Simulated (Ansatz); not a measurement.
`FB(S)Cl` + NH₃ → `NB(S)Cl` + H–F at 600 K and 1 bar (ligand exchange at a B–F bond).

Calculated with Ansatz (gas phase, PBE0-D4/def2-TZVP geometries, no zero-point term in ΔE). CCSD(T)/CBS adds triple-zeta CCSD(T) − MP2 to the extrapolated MP2 energy (def2 sets, frozen cores). This one scheme is used for every species. Each species was taken in one conformer, which may not be the lowest.

| species | CCSD(T)/CBS energy (Eh) | H − E (kJ/mol) | S (J/(mol·K)) |
| --- | --- | --- | --- |
| `FB(S)Cl` | -982.86970 | 85.6 | 354.3 |
| NH₃ | -56.50880 | 112.4 | 219.5 |
| `NB(S)Cl` | -938.97645 | 157.6 | 376.4 |
| H–F | -100.39570 | 42.3 | 194.0 |

H − E and S are ideal-gas, rigid-rotor, harmonic terms from PBE0-D4/def2-TZVP, for one conformer and one mirror image of each species. 1 Eh = 2625.50 kJ/mol, R = 8.31446 J/(mol·K).

Q: By hand: ΔE, ΔH, ΔS and ΔG.

A: ΔE = (-938.97645) + (-100.39570) − (-982.86970) − (-56.50880) = 0.00635 Eh = 16.7 kJ/mol. Δ(H − E) = 157.6 + 42.3 − 85.6 − 112.4 = 1.9, so ΔH = 18.6 kJ/mol. ΔS = 376.4 + 194.0 − 354.3 − 219.5 = -3.4 J/(mol·K). ΔG = 18.6 − 600 × (-3.4)/1000 = 20.6 kJ/mol.

Q: By hand: the equilibrium constant, and the temperature at which ΔG would vanish if ΔH and ΔS stayed fixed.

A: log₁₀ K = −ΔG/(RT ln 10) = -1.8. ΔH and −TΔS have one sign here, so there is no such temperature.

The number of gas molecules stays the same, so ΔS is small and ΔH decides. A doubt of 5 kJ/mol in ΔE shifts log₁₀ K by 0.4 here. Other conformers and mirror images would add mixing entropy, several J/(mol·K) or more a flexible species. These are equilibria of isolated gas molecules and say nothing of rates. Largest T1 diagnostic: 0.012 (customary marks: 0.02 for closed shells, 0.045 for open ones).

ΔS is within the doubt of such terms, so its sign, and with it that verdict, could turn.
